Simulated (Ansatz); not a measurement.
Harmonic frequencies (cm⁻¹) at PBE0-D4/def2-TZVP from Ansatz: 255, 328, 328, 340, 472, 492, 597, 597, 624, 896, 1052, 1052, 1165, 1237, 1328, 1436, 1436, 3851, 3851, 3853, 3855.

Each molecule was computed in one conformer, which needn't be the lowest.

Question: Which molecule is it?
A. `OC1(O)C=N1`
B. `OC(O)(O)O`
C. `CN=C=C=N`
D. `C#CBN`

Answer: B.
